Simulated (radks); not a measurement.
Problem. The mean radii <r> (bohr) of the occupied orbitals of an atom or ion are listed with their occupations. Method: scalar-relativistic Kohn-Sham, Slater X-alpha with alpha = 0.667, spin-polarised, spherical densities, finite nucleus; Fermi nuclear charge, rms radius of each element as measured or else 0.836 A^(1/3) + 0.57 fm; computed with a radial shooting solver on a logarithmic mesh with Libxc functionals.

| orbital | occ. | <r> |
|---|---|---|
| 1s down | 1 | 0.01900 |
| 1s up | 1 | 0.01900 |
| 2s up | 1 | 0.08044 |
| 2s down | 1 | 0.08044 |
| 2p up | 3 | 0.07175 |
| 2p down | 3 | 0.07175 |
| 3s up | 1 | 0.2089 |
| 3s down | 1 | 0.2089 |
| 3p up | 3 | 0.2087 |
| 3p down | 3 | 0.2087 |
| 3d up | 5 | 0.1891 |
| 3d down | 5 | 0.1891 |
| 4s up | 1 | 0.4686 |
| 4s down | 1 | 0.4686 |
| 4p up | 3 | 0.4980 |
| 4p down | 3 | 0.4980 |
| 4d up | 5 | 0.5356 |
| 4d down | 5 | 0.5354 |
| 5s up | 1 | 1.138 |
| 5s down | 1 | 1.133 |
| 5p up | 3 | 1.350 |
| 5p down | 3 | 1.340 |
| 4f up | 7 | 0.6809 |
| 4f down | 7 | 0.6759 |
| 6s up | 1 | 3.414 |
| 6s down | 1 | 3.625 |
| 5d up | 2 | 2.514 |

Name the element and its charge. Open shells, if any, are filled with parallel spins first.

Solution. Z = 72, hafnium, charge 0: Hf in [Xe] 4f14 5d2 6s2. The 1s radius gives Z: for a bare nucleus <r> = (2 gamma + 1)/(2Z) with gamma = sqrt(1 - (Z/c)^2), 0.01876 bohr for Z = 72, and screening makes it slightly larger (0.01900 here). The occupations add up to 72, and the charge is Z minus that.
